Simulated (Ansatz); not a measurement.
Reaction (redistribution): `[SH][InH][SH]` + `O[SiH2]O[SiH](F)F` → `[OH][InH][SH]` + `F[SiH](F)O[SiH2]S`

Gas-phase electronic energies from Ansatz, PBE0-D4/def2-TZVP geometries. CCSD(T)/CBS adds triple-zeta CCSD(T) − MP2 to the extrapolated MP2 energy (def2 sets, frozen cores). DFT in def2-TZVPP. def2 core potentials past Kr. For In outer-core shells are correlated without core-valence functions, which leaves a few kJ/mol of doubt a bond. One conformer a species, not always the lowest.

```json
{"level": "r2SCAN-D4", "ΔE (kJ/mol)": "106.0"}
{"level": "PBE0-D4", "ΔE (kJ/mol)": "106.1"}
{"level": "ωB97M-V", "ΔE (kJ/mol)": "108.8"}
{"level": "B2PLYP", "ΔE (kJ/mol)": "108.8"}
{"level": "HF/def2-TZVPP", "ΔE (kJ/mol)": "127.4"}
{"level": "CCSD/def2-TZVPP", "ΔE (kJ/mol)": "112.6"}
{"level": "SCS-MP2/def2-QZVPP", "ΔE (kJ/mol)": "108.3"}
{"level": "HF/CBS(def2)", "ΔE (kJ/mol)": "127.0"}
```

(1) What does CCSD(T)/CBS give? (Estimate.)

Largest T1 diagnostic among the species: 0.016.

## Answers

(1) Computed: +106.0 kJ/mol. The listed levels differ from it by 0.0, 0.1, 2.8, 2.8, 21.4, 6.6, 2.3, 21.0 kJ/mol.

In def2-TZVPP, CCSD(T) changes the Hartree–Fock value by −17.7 kJ/mol (the triples alone add −2.9 kJ/mol) and MP2 by −16.7 kJ/mol. From PBE to PBE0 (25 % exact exchange), in def2-TZVPP and without D4, ΔE moves by +9.4 kJ/mol.
